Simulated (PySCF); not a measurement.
**Exercise with solution: chemical shift, span and skew from a shielding tensor**

B-trichloroborazine (B3Cl3H3N3), SMILES ClB1NB(Cl)NB(Cl)N1. Atoms are numbered in the order given.

```xyz
12

Cl     3.2172     0.0000     0.0000
B      1.4347     0.0000     0.0000
N      0.7073    -1.2251     0.0000
B     -0.7174    -1.2425     0.0000
Cl    -1.6086    -2.7862     0.0000
N     -1.4146     0.0000     0.0000
B     -0.7174     1.2425     0.0000
Cl    -1.6086     2.7862     0.0000
N      0.7073     1.2251     0.0000
H      1.2141    -2.1029     0.0000
H     -2.4282     0.0000     0.0000
H      1.2141     2.1029     0.0000
```

Coordinates come from a B3LYP-D3(BJ)/def2-SVP optimisation.

GIAO shieldings from PySCF with HF/pcSseg-1, non-relativistic, no solvent. The symmetric part of the tensor of N3 has the principal values 65.7, 188.0, 211.9 ppm. The same nucleus in NH3 has σ = 267.3 ppm at this level (PySCF, at its B3LYP-D3(BJ)/def2-TZVP geometry). Without spin–orbit terms, shifts of atoms bonded to Cl or Br come out too high.

Problem. Work out the isotropic shielding, the ¹⁵N shift against NH3, the span and the skew.

Solution. 
σ(iso) = (σ11 + σ22 + σ33)/3 = 155.2 ppm. δ = σ(ref) − σ(iso) = 267.3 − (155.2) = 112.1 ppm.
Span Ω = σ33 − σ11 = 146.2 ppm. Skew κ = 3(σ(iso) − σ22)/Ω = -0.67. Tumbling in solution averages the tensor to δ; in a static solid the shielding alone would spread this spin-1/2 line over Ω.
